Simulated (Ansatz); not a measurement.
```yaml
crystal:
  periodic: [false, false, false]
  atoms:
    - {symbol: C, position_ang: [-0.318152, -1.403203, 1.408997]}
    - {symbol: O, position_ang: [0.342347, -0.218452, 1.046738]}
    - {symbol: Mo, position_ang: [0.160806, 0.977257, -0.365808]}
    - {symbol: N, position_ang: [1.699926, 1.201143, -1.098588]}
    - {symbol: N, position_ang: [-0.937982, 0.302785, -1.509088]}
    - {symbol: Cl, position_ang: [-0.643173, 3.016741, 0.282276]}
    - {symbol: H, position_ang: [0.360499, -2.252418, 1.285643]}
    - {symbol: H, position_ang: [-1.214083, -1.565676, 0.802336]}
    - {symbol: H, position_ang: [-0.607618, -1.335332, 2.461247]}
    - {symbol: H, position_ang: [2.381939, 1.218982, -1.843491]}
    - {symbol: H, position_ang: [-1.159109, 0.001271, -2.449564]}
basis:
  gaussian: {orbitals: cc-pVTZ-DK, fitting: {mean_field: cc-pVTZ-jkfit}, nuclear_model: gaussian}
hamiltonian: {xc: {name: LC-wPBE}}
```

```sh
$ ansatz run in.yaml --threads 4 --pin off --events-out ev --progress --plain --max-ram 11315MiB
```

Problem. How does Ansatz answer? (An estimate is asked.)

Solution. Computed: The input was rejected before any iteration.
```
Functional definition: LC-wPBE
Error: <dir> the basis set cc-pVTZ-JKFIT has no functions for Mo
```
